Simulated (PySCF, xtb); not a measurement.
Al(H)(vinyl)(OMe) (C₃H₇AlO), SMILES [O](C)[AlH][CH]=C.

GFN2-xTB in xtb 6.7.1 at its own geometry gives an orbital gap of 3.98 eV and a dipole moment of 0.99 D.

Geometry optimised at ωB97X-D3(BJ)/def2-SVP. The structure was generated by enumeration; whether it is a known compound was not checked. The values are those of a single conformer.

### Question
What does PySCF with M06-2X/def2-TZVP give? (Estimate from the structure and the level; the computed values follow.)

### Answer
gap 8.77 eV (levels -9.17 and -0.40 eV), dipole 0.25 D.
